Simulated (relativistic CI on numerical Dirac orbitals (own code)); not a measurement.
**Co⁴⁺ (3d5) in a crystal field**

Calculated by Dirac-Coulomb-Breit CI, KLI orbitals optimised for each configuration, QED by a radiative potential, valence Slater integrals scaled by 0.75, one configuration in a parametric crystal field (own radial code).

Field parameters in Wybourne normalisation: D4h B²₀ = −7Ds, B⁴₀ = 21(Dq − Dt), B⁴₄ = 21√(5/14) Dq. The field is a parameter set, without covalency.

S and J are read from ⟨S²⟩ = S(S + 1) and ⟨J²⟩ = J(J + 1) of each level; they are not fictitious spins.

D4h, 10Dq = 30450, Ds = -1500, Dt = 60 cm⁻¹, the lowest 10 levels:

| E (cm⁻¹) | Degeneracy | Irrep | S | J |
| --- | --- | --- | --- | --- |
| 0.0 | 2 | Γ7 | 0.51 | 4.65 |
| 866 | 2 | Γ6 | 0.51 | 4.41 |
| 4735 | 2 | Γ7 | 0.52 | 4.53 |
| 7919 | 2 | Γ7 | 2.46 | 2.56 |
| 7922 | 2 | Γ6 | 2.47 | 2.55 |
| 7926 | 2 | Γ7 | 2.47 | 2.55 |
| 12319 | 2 | Γ7 | 1.53 | 3.81 |
| 12428 | 2 | Γ7 | 1.51 | 3.63 |
| 12470 | 2 | Γ6 | 1.50 | 3.41 |
| 12567 | 2 | Γ6 | 1.53 | 3.61 |

Principal g values of the ground doublet: 0.48, 0.48, 4.51.

D4h, 10Dq = 30450, Ds = 3000, Dt = 60 cm⁻¹, the lowest 10 levels:

| E (cm⁻¹) | Degeneracy | Irrep | S | J |
| --- | --- | --- | --- | --- |
| 0.0 | 2 | Γ7 | 0.51 | 4.52 |
| 7384 | 2 | Γ7 | 0.52 | 4.62 |
| 8104 | 2 | Γ6 | 0.52 | 4.48 |
| 11107 | 2 | Γ6 | 2.24 | 2.97 |
| 11111 | 2 | Γ7 | 2.30 | 2.72 |
| 11142 | 2 | Γ7 | 2.30 | 2.79 |
| 11840 | 2 | Γ6 | 1.54 | 3.74 |
| 12239 | 2 | Γ6 | 1.79 | 3.41 |
| 12495 | 2 | Γ7 | 1.76 | 3.29 |
| 12778 | 2 | Γ7 | 1.76 | 3.14 |

Principal g values of the ground doublet: 1.82, 2.28, 2.28.

D4h, 10Dq = 30450, Ds = 2590, Dt = 60 cm⁻¹, the lowest 16 levels:

| E (cm⁻¹) | Degeneracy | Irrep | S | J |
| --- | --- | --- | --- | --- |
| 0.0 | 2 | Γ7 | 0.51 | 4.52 |
| 6314 | 2 | Γ7 | 0.52 | 4.61 |
| 7035 | 2 | Γ6 | 0.51 | 4.47 |
| 10482 | 2 | Γ7 | 2.41 | 2.61 |
| 10491 | 2 | Γ6 | 2.40 | 2.69 |
| 10501 | 2 | Γ7 | 2.41 | 2.64 |
| 12050 | 2 | Γ6 | 1.52 | 3.75 |
| 12334 | 2 | Γ6 | 1.59 | 3.60 |
| 12582 | 2 | Γ7 | 1.60 | 3.44 |
| 12844 | 2 | Γ7 | 1.63 | 3.27 |
| 15191 | 2 | Γ7 | 1.51 | 3.54 |
| 15203 | 2 | Γ6 | 1.52 | 3.46 |
| 21231 | 2 | Γ7 | 1.50 | 3.78 |
| 21430 | 2 | Γ7 | 1.50 | 3.72 |
| 21617 | 2 | Γ6 | 1.50 | 3.62 |
| 21804 | 2 | Γ6 | 1.50 | 3.50 |

Principal g values of the ground doublet: 1.81, 2.32, 2.32.

D4h, 10Dq = 30450, Ds = 2180, Dt = 60 cm⁻¹, the lowest 10 levels:

| E (cm⁻¹) | Degeneracy | Irrep | S | J |
| --- | --- | --- | --- | --- |
| 0.0 | 2 | Γ7 | 0.51 | 4.53 |
| 5246 | 2 | Γ7 | 0.52 | 4.60 |
| 5962 | 2 | Γ6 | 0.51 | 4.46 |
| 9787 | 2 | Γ7 | 2.44 | 2.57 |
| 9787 | 2 | Γ6 | 2.44 | 2.61 |
| 9795 | 2 | Γ7 | 2.44 | 2.59 |
| 12212 | 2 | Γ6 | 1.51 | 3.74 |
| 12449 | 2 | Γ6 | 1.55 | 3.65 |
| 12673 | 2 | Γ7 | 1.56 | 3.50 |
| 12906 | 2 | Γ7 | 1.58 | 3.35 |

Principal g values of the ground doublet: 1.79, 2.38, 2.38.

D4h, 10Dq = 30450, Ds = 1770, Dt = 60 cm⁻¹, the lowest 10 levels:

```
E (cm⁻¹)  Degeneracy  Irrep     S     J
     0.0           2     Γ7  0.51  4.55
    4186           2     Γ7  0.52  4.59
    4891           2     Γ6  0.51  4.45
    9068           2     Γ6  2.45  2.58
    9075           2     Γ7  2.46  2.56
    9078           2     Γ7  2.46  2.56
   12295           2     Γ6  1.51  3.71
   12495           2     Γ6  1.53  3.66
   12689           2     Γ7  1.54  3.54
   12888           2     Γ7  1.55  3.44
```

Principal g values of the ground doublet: 1.75, 2.46, 2.46.

The free-ion ground term has S = 5/2. The field overcomes the spin-pairing energy for D4h, 10Dq = 30450, Ds = -1500, Dt = 60 cm⁻¹; D4h, 10Dq = 30450, Ds = 3000, Dt = 60 cm⁻¹; D4h, 10Dq = 30450, Ds = 2590, Dt = 60 cm⁻¹; D4h, 10Dq = 30450, Ds = 2180, Dt = 60 cm⁻¹; D4h, 10Dq = 30450, Ds = 1770, Dt = 60 cm⁻¹, where the ground state has lower spin; these fields are assumed values.

Levels of this model without a field, named by their leading LS term (the scale mimics covalency, so terms lie below those of the real free ion): ⁶S5/2 0, ⁴G11/2 31243, ⁴G9/2 31318, ⁴G5/2 31320, ⁴G7/2 31335, ⁴P5/2 35945, ⁴P3/2 36099, ⁴P1/2 36267 cm⁻¹.
